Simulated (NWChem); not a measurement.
System: hydronium (H$_{3}$O cation); SMILES [OH3+]

```xyz
4

O      0.0000     0.0000     0.0788
H      0.6693     0.6693    -0.2074
H      0.2450    -0.9143    -0.2074
H     -0.9143     0.2450    -0.2074
```
Atoms are numbered in this order, from 1.

Results from NWChem. STO-3G and 3-21G are far too small for this property and stand as cheap habits. The geometry was optimised at B3LYP/6-31G* (spherical d). Vertical excitations in the gas phase.

**Question.** What does the run give for CAM-B3LYP/3-21G, TDA? Quantities: lowest excitation, singlet (eV); oscillator strength of that lowest state; lowest state with f > 0.02, singlet (eV); oscillator strength of that bright state; orbital gap (eV).

**Answer.** 
```
Property                                  Value
----------------------------------------  -----
lowest excitation, singlet (eV)           11.14
oscillator strength of that lowest state  0.012
lowest state with f > 0.02, singlet (eV)  13.67
oscillator strength of that bright state  0.021
orbital gap (eV)                          16.03
```
